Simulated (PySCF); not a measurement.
**N²⁺ (nitrogen, charge +2) across methods**

[He] 2s2 3d1, 2D determinant (an excited configuration). Calculation: PySCF 2.14, in aug-cc-pVDZ-DK; scalar relativity by spin-free X2C-1e.

```json
{"method": "wB97X", "E (hartree)": "-51.7221", "mean ε 2s α (eV)": "-61.416", "mean ε 2s β (eV)": "-61.190", "mean ε 3d α (eV)": "-13.216", "Σ⟨r²⟩ (bohr²)": "9.925", "⟨S²⟩": "0.750"}
{"method": "UHF", "E (hartree)": "-51.55769", "mean ε 2s α (eV)": "-63.979", "mean ε 2s β (eV)": "-63.596", "mean ε 3d α (eV)": "-12.521", "Σ⟨r²⟩ (bohr²)": "10.06", "⟨S²⟩": "0.750"}
{"method": "PBE0", "E (hartree)": "-51.6705", "mean ε 2s α (eV)": "-58.957", "mean ε 2s β (eV)": "-58.576", "mean ε 3d α (eV)": "-11.254", "Σ⟨r²⟩ (bohr²)": "9.950", "⟨S²⟩": "0.750"}
{"method": "r2SCAN", "E (hartree)": "-51.6829", "mean ε 2s α (eV)": "-57.343", "mean ε 2s β (eV)": "-57.002", "mean ε 3d α (eV)": "-10.567", "Σ⟨r²⟩ (bohr²)": "9.968", "⟨S²⟩": "0.750"}
{"method": "r2SCANh", "E (hartree)": "-51.6823", "mean ε 2s α (eV)": "-58.078", "mean ε 2s β (eV)": "-57.748", "mean ε 3d α (eV)": "-10.803", "Σ⟨r²⟩ (bohr²)": "9.971", "⟨S²⟩": "0.750"}
{"method": "BLYP", "E (hartree)": "-51.7333", "mean ε 2s α (eV)": "-56.841", "mean ε 2s β (eV)": "-56.514", "mean ε 3d α (eV)": "-10.567", "Σ⟨r²⟩ (bohr²)": "9.938", "⟨S²⟩": "0.750"}
{"method": "M06-2X", "E (hartree)": "-51.7306", "mean ε 2s α (eV)": "-60.867", "mean ε 2s β (eV)": "-60.776", "mean ε 3d α (eV)": "-11.681", "Σ⟨r²⟩ (bohr²)": "9.925", "⟨S²⟩": "0.750"}
{"method": "LDA", "E (hartree)": "-51.2489", "mean ε 2s α (eV)": "-56.743", "mean ε 2s β (eV)": "-56.249", "mean ε 3d α (eV)": "-10.208", "Σ⟨r²⟩ (bohr²)": "9.949", "⟨S²⟩": "0.750"}
{"method": "PBE", "E (hartree)": "-51.6701", "mean ε 2s α (eV)": "-56.951", "mean ε 2s β (eV)": "-56.538", "mean ε 3d α (eV)": "-10.660", "Σ⟨r²⟩ (bohr²)": "9.927", "⟨S²⟩": "0.750"}
```

The outer electron is Rydberg-like, and this basis confines it to a smaller radius and binds it less than a complete one would.
